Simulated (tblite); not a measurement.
C₆H₁₀NSi (doublet state).
Geometry (GFN2-xTB, Å), atoms numbered from 1 in this order:
```xyz
18
C6H10NSi angstrom
C     -3.2894    1.7045    1.2779
C     -2.2485    1.3084    0.8145
C     -1.0287    0.8748    0.2943
C     -0.7646   -0.4093   -0.0994
C     -1.8498   -1.4516   -0.0370
Si     0.8171   -0.8711   -0.8990
N      2.1464    0.1956   -1.0916
C      3.2142    0.3093   -0.1219
H     -4.1950    2.0488    1.6790
H     -0.2524    1.6292    0.2402
H     -2.3110   -1.5849   -1.0159
H     -1.4480   -2.4145    0.2738
H     -2.6242   -1.1472    0.6635
H      1.3136   -2.2322   -0.7885
H      2.0118    1.0580   -1.5973
H      2.9901    1.0385    0.6647
H      3.3697   -0.6591    0.3484
H      4.1400    0.6092   -0.6173
```

Method: GFN2-xTB as coded in tblite; computed harmonic values from a numerical Hessian at the method's own geometry, unscaled. Errors from tens to a few hundred cm⁻¹ against measured bands are possible. Modes of hydrogen on silicon can be 10 to 20 % off. One conformer, not necessarily the lowest. Open shells enter through the occupations alone, without spin polarisation, and single modes of such species can be off by tens of per cent.

Harmonic wavenumbers (cm⁻¹): 25.3, 41.6, 67.8, 96.0, 115.3, 140.9, 159.3, 254.9, 287.0, 299.1, 322.6, 341.5, 416.7, 447.8, 495.2, 576.0, 628.1, 665.9, 753.5, 757.4, 849.8, 977.5, 1033.0, 1062.1, 1076.0, 1101.6, 1132.4, 1166.3, 1285.3, 1357.9, 1403.1, 1423.3, 1475.3, 1486.4, 1491.1, 1502.4, 1505.0, 2204.3, 2342.9, 2909.4, 2971.7, 2989.1, 3016.0, 3018.9, 3029.4, 3036.9, 3394.0, 3449.2.

A = 3282, B = 830.4, C = 691.8 MHz; mass 124.058 u (most abundant isotopes); point group C1, symmetry number 1; spin multiplicity 2.

Q: What is the zero-point energy?

A: ½Σν̃ = 30291 cm⁻¹ = 362.36 kJ/mol.

Q: Give the ideal-gas entropy at 298.15 K and 1 bar in the rigid-rotor, harmonic-oscillator model (classical rotation).

A: Translation 168.98, rotation 123.53, vibration 165.94, spin (R ln 2) 5.76: S = 464.2 J/(mol K).

Q: And Cp and H(298.15 K) − H(0)?

A: Cp = 175.57 J/(mol K), of which vibrations give 142.31 (their classical limit is 48 R = 399.1); H(298.15 K) − H(0) = 33.84 kJ/mol without the zero-point energy, 23.92 from vibrations.

Q: What must be added to the electronic energy to get the Gibbs energy at 298.15 K and 1 bar?

A: ZPE + [H(298.15 K) − H(0)] − T·S = 362.36 + 33.84 − 138.40 = 257.80 kJ/mol.

Q: How do the functions run with temperature in this model?

A: 
```
 T (K)  S (J/(mol K))  Cp (J/(mol K))  H − H(0) (kJ/mol)  G − H(0) (kJ/mol)  ln q(vib)
    50          266.0            67.8               2.48             -10.82       1.30
   100          321.7            95.1               6.58             -25.60       3.28
373.15          506.4           201.1              47.98            -140.98      12.67
   500          570.6           238.3              75.93            -209.38      16.42
   750          678.1           291.7             142.65            -365.92      23.12
  1000          767.3           328.1             220.41            -546.91      29.06
```

q(vib) and H(0) count from the zero-point level.

Q: Blend soft modes into free rotors: weight 1/[1 + (100 cm⁻¹/ν̃)⁴] for the oscillator and the rest for a rotor with moment μB/(μ + B), μ = h/(8π²ν), B = 10⁻⁴⁴ kg m². What vibrational entropy results?

A: 146.18 J/(mol K) in place of 165.94, which changes −T·S at 298.15 K by +5.89 kJ/mol.

Hindered rotation and anharmonicity are outside this model. Other conformers, if any are populated, would add a mixing term that is left out. The structure is chiral; the term R ln 2 for an equal mix with its mirror image is left out.
